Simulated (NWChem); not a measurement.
Species: CH₅AlOS; SMILES [CH3][Al]([OH])[SH]

```xyz
9

Al     0.0924     0.3579    -0.0001
C     -1.3870     1.6403    -0.0003
H     -2.3570     1.1301    -0.0007
H     -1.3548     2.2915    -0.8828
H     -1.3553     2.2909     0.8827
O      1.7596     0.7713     0.0001
H      2.0553     1.6899    -0.0006
S     -0.2805    -1.8119    -0.0001
H      1.0303    -2.1420     0.0000
```
Atoms are numbered in this order, from 1.

All runs: NWChem. Pople sets run with spherical d functions. Coordinates come from a B3LYP/6-31G* (spherical d) optimisation. Atomic charges in e: unrestrained fits to the electrostatic potential beside Mulliken populations; buried atoms are poorly determined by the fit.

For level B3LYP/def2-SVP:

| Property | Value |
|---|---|
| ESP Al1 | 0.81 |
| Mulliken Al1 | 0.69 |
| ESP C2 | -0.39 |
| Mulliken C2 | -0.34 |
| ESP O6 | -0.76 |
| Mulliken O6 | -0.45 |
| ESP S8 | -0.47 |
| Mulliken S8 | -0.31 |

**Question.** What are these values for level Hartree-Fock/6-31G*?

**Answer.** ESP Al1: 1.06
Mulliken Al1: 1.06
ESP C2: -0.54
Mulliken C2: -0.83
ESP O6: -0.90
Mulliken O6: -0.95
ESP S8: -0.57
Mulliken S8: -0.43
